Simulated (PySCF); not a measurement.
N2O (SMILES N#[N+][O-]), singlet, at a GFN2-xTB geometry; PBE/def2-SVP run with PySCF.

The PySCF input:
```python
from pyscf import gto, scf, dft

mol = gto.Mole()
mol.atom = '''
    N    -0.000000   -0.000000   -1.172245
    N    -0.000000   -0.000000   -0.066547
    O     0.000000    0.000000    1.083943
'''
mol.basis = 'def2-svp'
mol.charge = 0
mol.spin = 0
mol.verbose = 4
mol.build()

mf = dft.RKS(mol)
mf.xc = 'pbe'
mf.kernel()
```

**Question.** Write the output that PySCF gives for this input, abridged.

**Answer.** 
```
PySCF version 2.14.0

[INPUT] verbose = 4
[INPUT] num. atoms = 3
[INPUT] num. electrons = 22
[INPUT] charge = 0
[INPUT] spin (= nelec alpha-beta = 2S) = 0
[INPUT] symmetry False subgroup None
[INPUT] Mole.unit = angstrom
[INPUT] Symbol           X                Y                Z      unit          X                Y                Z       unit  Magmom
[INPUT]  1 N      0.000000000000   0.000000000000  -1.172245000000 AA    0.000000000000   0.000000000000  -2.215222000891 Bohr   0.0
[INPUT]  2 N      0.000000000000   0.000000000000  -0.066547000000 AA    0.000000000000   0.000000000000  -0.125755604411 Bohr   0.0
[INPUT]  3 O      0.000000000000   0.000000000000   1.083943000000 AA    0.000000000000   0.000000000000   2.048355404639 Bohr   0.0

nuclear repulsion = 62.3431277897242
number of shells = 18
number of NR pGTOs = 72
number of NR cGTOs = 42
basis = def2-svp
ecp = {}

******** <class 'pyscf.dft.rks.RKS'> ********
method = RKS
initial guess = minao
damping factor = 0
level_shift factor = 0
DIIS = <class 'pyscf.scf.diis.CDIIS'>
diis_start_cycle = 1
diis_space = 8
diis_damp = 0
SCF conv_tol = 1e-09
SCF conv_tol_grad = None
SCF max_cycles = 50
direct_scf = True
direct_scf_tol = 1e-13
XC library pyscf.dft.libxc version 7.1.2
    S. Lehtola, C. Steigemann, M. J. T. Oliveira, and M. A. L. Marques,  SoftwareX 7, 1–5 (2018)
XC functionals = pbe
    J. P. Perdew, K. Burke, and M. Ernzerhof,  Phys. Rev. Lett. 77, 3865 (1996)
    J. P. Perdew, K. Burke, and M. Ernzerhof,  Phys. Rev. Lett. 78, 1396 (1997)
    J. P. Perdew, K. Burke, and M. Ernzerhof,  Phys. Rev. Lett. 77, 3865 (1996)
    J. P. Perdew, K. Burke, and M. Ernzerhof,  Phys. Rev. Lett. 78, 1396 (1997)
radial grids:
    Treutler-Ahlrichs [JCP 102, 346 (1995); DOI:10.1063/1.469408] (M4) radial grids

becke partition: Becke, JCP 88, 2547 (1988); DOI:10.1063/1.454033
pruning grids: <function nwchem_prune>
grids dens level: 3
symmetrized grids: False
atomic radii adjust function: <function treutler_atomic_radii_adjust>
small_rho_cutoff = 0
Set gradient conv threshold to 3.16228e-05
Initial guess from minao.
tot grids = 41888
init E= -185.019735862729
  HOMO = -0.330534229186671  LUMO = -0.0216243151322965  gap/eV = 8.40587
cycle= 1 E= -184.236802077039  delta_E= 0.783  |g|= 0.772  |ddm|= 2.31
  HOMO = -0.241309323202297  LUMO = -0.0366552083984199  gap/eV = 5.56892
cycle= 2 E= -183.459045317718  delta_E= 0.778  |g|= 2.21  |ddm|= 1.84
  HOMO = -0.298039278752333  LUMO = -0.0134161389284947  gap/eV = 7.74499
cycle= 3 E= -184.183592977532  delta_E= -0.725  |g|= 0.864  |ddm|= 1.54
  HOMO = -0.291988421958539  LUMO = -0.0221042185666818  gap/eV = 7.34392
cycle= 4 E= -184.340734446258  delta_E= -0.157  |g|= 0.164  |ddm|= 0.746
  HOMO = -0.302120241351428  LUMO = -0.033367525565636  gap/eV = 7.31313
cycle= 5 E= -184.345611381158  delta_E= -0.00488  |g|= 0.0358  |ddm|= 0.0918
  HOMO = -0.29849623593204  LUMO = -0.0288570773124863  gap/eV = 7.33726
cycle= 6 E= -184.345877049905  delta_E= -0.000266  |g|= 0.00936  |ddm|= 0.0261
  HOMO = -0.299262515953478  LUMO = -0.0293572652787219  gap/eV = 7.34450
cycle= 7 E= -184.34589562241  delta_E= -1.86e-05  |g|= 0.000745  |ddm|= 0.00649
  HOMO = -0.299239401078628  LUMO = -0.0293104970672077  gap/eV = 7.34514
cycle= 8 E= -184.345895730062  delta_E= -1.08e-07  |g|= 0.000232  |ddm|= 0.000752
  HOMO = -0.29923458362882  LUMO = -0.0293115899481346  gap/eV = 7.34498
cycle= 9 E= -184.345895743252  delta_E= -1.32e-08  |g|= 1.28e-05  |ddm|= 0.000246
  HOMO = -0.299234244901375  LUMO = -0.0293105715774491  gap/eV = 7.34500
cycle= 10 E= -184.345895743285  delta_E= -3.32e-11  |g|= 1.07e-06  |ddm|= 1.48e-05
  HOMO = -0.299234427782296  LUMO = -0.0293108873053791  gap/eV = 7.34499
Extra cycle  E= -184.345895743285  delta_E= 1.14e-13  |g|= 1.47e-06  |ddm|= 3.67e-06
converged SCF energy = -184.345895743285
```
